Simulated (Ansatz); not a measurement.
Reaction (redistribution): `O[Si]1([SnH3])CO1` + `N[SiH2]O[SiH3]` → `O[Si]1(O[SiH3])CO1` + `N[SiH2][SnH3]`

Isolated molecules relaxed with PBE0-D4/def2-TZVP in Ansatz; ΔE leaves out vibrations. CBS: MP2 limit from def2 TZ/QZ plus the TZ coupled-cluster correction, frozen cores. Functionals use def2-TZVPP. B3LYP here is the variant with VWN-RPA as its local correlation; programs differ in this. Elements past krypton have def2 core potentials. For Sn outer-core shells are correlated without core-valence functions, which leaves a few kJ/mol of doubt a bond. One conformer a species, not always the lowest.

| level | ΔE (kJ/mol) | difference from CCSD(T)/CBS |
| --- | --- | --- |
| PBE-D4 | 4.0 | 5.5 |
| r2SCAN-D4 | -0.5 | 1.0 |
| PBE0-D4 | -0.9 | 0.6 |
| ωB97X-V | -1.6 | -0.1 |
| ωB97M-V | -1.3 | 0.2 |
| B2PLYP | 1.0 | 2.5 |
| r2SCAN | -0.2 | 1.3 |
| PBE0 | 0.2 | 1.7 |
| B3LYP | 1.8 | 3.3 |
| HF/def2-TZVPP | -8.6 | -7.1 |
| MP2/def2-TZVPP | -0.2 | 1.3 |
| SCS-MP2/def2-TZVPP | -1.0 | 0.5 |
| CCSD(T)/def2-TZVPP | -2.4 | -0.9 |
| HF/def2-QZVPP | -8.2 | -6.7 |
| MP2/def2-QZVPP | 0.4 | 1.9 |
| SCS-MP2/def2-QZVPP | -0.5 | 1.0 |
| CCSD(T)/CBS | -1.5 | 0 |

Largest T1 diagnostic among the species: 0.014.

In def2-TZVPP, CCSD(T) changes the Hartree–Fock value by +6.1 kJ/mol (the triples alone add +1.9 kJ/mol) and MP2 by +8.3 kJ/mol. From PBE to PBE0 (25 % exact exchange), in def2-TZVPP and without D4, ΔE moves by −5.0 kJ/mol.
